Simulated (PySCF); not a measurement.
## Co²⁵⁺: ionisation energy

Co²⁵⁺ 1s2 (1S) → Co²⁶⁺ 1s1 (2S), as a difference of total energies. All numbers are calculated (PySCF 2.14, the non-relativistic Hamiltonian (point nucleus), in an uncontracted even-tempered set (13 s from 28 bohr⁻², ratio 2.5; 6 p from 43 bohr⁻², ratio 2.7; 3 d from 130 bohr⁻², ratio 2.7; 3 f from 190 bohr⁻², ratio 2.7)). Correlated levels: nothing frozen; virtual orbitals above 40 to 60 times the deepest correlated orbital energy dropped. The calculations carry no spin-orbit coupling.

```json
{"method": "UHF", "ionisation energy (eV)": "9462.4"}
{"method": "LDA", "ionisation energy (eV)": "9436.0"}
{"method": "PBE", "ionisation energy (eV)": "9459.1"}
{"method": "PBE0", "ionisation energy (eV)": "9460.2"}
{"method": "r2SCAN", "ionisation energy (eV)": "9463.7"}
{"method": "B3LYP", "ionisation energy (eV)": "9460.8"}
{"method": "revPBE", "ionisation energy (eV)": "9462.3"}
{"method": "MP2 (all electrons)", "ionisation energy (eV)": "9463.6"}
{"method": "SCS-MP2 (all electrons)", "ionisation energy (eV)": "9463.8"}
```

These non-relativistic numbers lack the scalar-relativistic shift.

For comparison: 9544.2 eV (theoretical estimate listed by NIST; NIST Atomic Spectra Database, ionization energies).
